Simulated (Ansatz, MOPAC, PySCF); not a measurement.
Torsion F4–B2–O3–H8 in CH4BFO (SMILES CB(O)F); at each angle all else is relaxed with GFN2-xTB, and the levels are single points there.
Geometry at 0° (charge 0, multiplicity 1):
```xyz
8

C     -0.8885    -0.1837    -0.0597
B      0.5549     0.4242     0.1435
O      1.6390    -0.0774    -0.4414
F      0.7171     1.4982     0.9403
H     -1.5633     0.5608    -0.4753
H     -0.8777    -1.0425    -0.7217
H     -1.3131    -0.4907     0.8931
H      2.4686     0.3650    -0.2532
```

On the grid 0° to 330°, 90° is the highest and 0° the lowest point at MP2/CBS(cc-pVTZ, cc-pVQZ) + ΔCCSD(T)/cc-pVTZ.

Rows in 6-31G* carry no dispersion term and start afresh at each structure (6-31G* with six Cartesian d functions). The state reached by AM1, PM6 isn't checked.

Programs: Ansatz (an electronic-structure program); MOPAC for AM1, PM6 (differences of heats of formation); PySCF for 6-31G* rows, the dispersion terms. Each number belongs to the level named beside it.

Problem. One of these levels gives 6.87 kcal/mol for the energy at 90° less that at 0°. Which?
(A) B3LYP/6-31G*
(B) PM6
(C) PBE-D4/def2-TZVPP
(D) AM1

Solution. B, PM6. The others give 17.30 (AM1), 11.32 (PBE-D4/def2-TZVPP), 12.70 (B3LYP/6-31G*)
